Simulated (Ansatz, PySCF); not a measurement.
Molecule: C₃H₈B, charge -1, multiplicity 1. It need not be the lowest isomer of its formula. Whether it binds its extra electron was not tested at this geometry. 
Structure (B3LYP-D3(BJ)/def2-TZVP (Ansatz, a program for electronic structure) minimum search):
```
B
C 1 1.4519
H 2 1.0928 1 123.56
H 2 1.0928 3 112.88 1 180.00
C 1 1.6199 2 122.78 3 180.00
H 5 1.0965 1 112.50 2 0.00
H 5 1.1013 6 107.18 1 123.64
H 5 1.1013 6 107.18 7 112.71
C 1 1.6199 2 122.78 3 0.00
H 9 1.0965 1 112.50 2 0.00
H 9 1.1013 10 107.18 1 123.64
H 9 1.1013 10 107.18 11 112.71
```
Charge -1, spin multiplicity 1.

Total electronic energies in hartree. Correlated levels leave the core frozen unless marked. Spin-orbit coupling is left out. Non-relativistic unless marked X2C. CBS marks a two-point X^-3 extrapolation of the correlation energy; Hartree-Fock from the larger set. [CCSD(T)-MP2]/basis is that difference in the basis named.

| level | program | energy (Eh) |
|---|---|---|
| HF/STO-3G | Ansatz | -141.08710 |
| HF/aug-cc-pVDZ | Ansatz | -142.93915 |
| RI-HF/aug-cc-pVQZ | Ansatz | -142.98402 |
| revPBE-D3(BJ)/def2-TZVPD | Ansatz + dftd3 | -144.02096 |
| PBE0/6-31G* | Ansatz | -143.77822 |
| PBE0-D4/def2-TZVPD | Ansatz + dftd4 | -143.86387 |
| TPSSh-D3(BJ)/def2-TZVPD | PySCF + dftd3 | -144.07367 |
| r2SCANh-D4/def2-TZVPD | Ansatz + dftd4 | -143.94751 |
| r2SCAN0/def2-TZVPD | Ansatz | -143.93917 |
| HSE06/def2-TZVPD | Ansatz | -143.84704 |
| B2GP-PLYP-D4/def2-TZVPD | Ansatz + dftd4 | -143.86699 |
| MP2/aug-cc-pVTZ | Ansatz | -143.64731 |
| MP2/cc-pVTZ | Ansatz | -143.63002 |
| RI-MP2/aug-cc-pVTZ | Ansatz | -143.64710 |
| RI-MP2/cc-pVTZ | Ansatz | -143.62979 |
| RI-MP2/cc-pVQZ | Ansatz | -143.68179 |
| CCSD/6-31G | Ansatz | -143.24084 |
| CCSD/6-31G* | Ansatz | -143.43452 |
| CCSD/cc-pVDZ | Ansatz | -143.51752 |
| CCSD(T)/6-31G* | Ansatz | -143.45126 |
| X2C-CCSD(T)/cc-pVTZ-DK | Ansatz | -143.75461 |
| CCSD(T) with core electrons/cc-pwCVTZ | Ansatz | -143.90327 |
| RI-MP2/CBS(aug-cc-pVTZ,aug-cc-pVQZ)+[CCSD(T)-MP2]/aug-cc-pVTZ | Ansatz | -143.7875 |

Totals of different functionals don't rank their quality; only differences between species are comparable.
